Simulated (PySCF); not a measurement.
Si(F)2(Et)(NH2) (C2H7F2NSi), SMILES CC[Si](N)(F)F. Atoms are numbered in the order given.

```xyz
13

C     -1.9393    -1.1798     0.7995
C     -1.2795     0.2060     0.7489
Si     0.3482     0.2214    -0.1415
N      1.5004    -0.7940     0.5998
F      0.8377     1.7666    -0.2904
F      0.1991    -0.2933    -1.6733
H     -1.2832    -1.9153     1.2908
H     -2.1451    -1.5560    -0.2150
H     -2.8938    -1.1559     1.3483
H     -1.1125     0.5979     1.7690
H     -1.9403     0.9412     0.2576
H      1.6379    -0.7847     1.6049
H      2.3401    -1.0856     0.1093
```

The structure is a stationary point at B3LYP-D3(BJ)/def2-SVP. One conformer was computed; it need not be the lowest.

Two levels are set side by side: PBE/pcSseg-1 (PySCF) and B3LYP/pcSseg-1 (PySCF). GIAO shifts against CFCl3 (¹⁹F), NH3 (¹⁵N), TMS (²⁹Si), TMS (¹H), TMS (¹³C) at the same level; non-relativistic, no solvent, atoms listed together averaged. Differences are taken from unrounded values.

```tsv
quantity	B3LYP
δ(¹³C) of C1 (ppm)	11.6
δ(¹³C) of C2 (ppm)	8.5
δ(²⁹Si) of Si3 (ppm)	-25.4
δ(¹⁵N) of N4 (ppm)	28.4
```

**Question.** What does PBE give, and how far is it from B3LYP? (The exact figures need the calculation; the answer reports its results.)

**Answer.** 
| quantity | PBE | PBE minus B3LYP |
|---|---|---|
| δ(¹³C) of C1 (ppm) | 11.6 | 0.0 |
| δ(¹³C) of C2 (ppm) | 9.2 | 0.7 |
| δ(²⁹Si) of Si3 (ppm) | -19.2 | 6.2 |
| δ(¹⁵N) of N4 (ppm) | 31.6 | 3.3 |

Rough cost on one machine, each run with all the roots and properties that it gave: B3LYP against PBE within a factor of 2.
